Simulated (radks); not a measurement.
Question: The mean radii <r> (bohr) of the occupied orbitals of an atom or ion are listed with their occupations. All-electron calculation, Dirac Kohn-Sham, Wu-Cohen GGA, spin-unpolarised, spherical densities, point nucleus. Program: a radial shooting solver on a logarithmic mesh with Libxc functionals.

| orbital | occ. | <r> |
|---|---|---|
| 1s1/2 | 2 | 0.04276 |
| 2s1/2 | 2 | 0.1893 |
| 2p1/2 | 2 | 0.1627 |
| 2p3/2 | 4 | 0.1666 |
| 3s1/2 | 2 | 0.5462 |
| 3p1/2 | 2 | 0.5494 |
| 3p3/2 | 4 | 0.5594 |
| 3d3/2 | 4 | 0.5647 |
| 3d5/2 | 5 | 0.5682 |
| 4s1/2 | 2 | 1.434 |
| 4p1/2 | 1 | 1.575 |
| 5s1/2 | 1 | 3.052 |

Name the element and its charge. Open shells, if any, fill j = l - 1/2 first.

Answer: Z = 35, bromine, charge +4: Br4+ in [Ar] 3d9 4s2 4p1 5s1. The 1s radius gives Z: for a bare nucleus <r> = (2 gamma + 1)/(2Z) with gamma = sqrt(1 - (Z/c)^2), 0.04191 bohr for Z = 35, and screening makes it slightly larger (0.04276 here). The occupations add up to 31, and the charge is Z minus that.
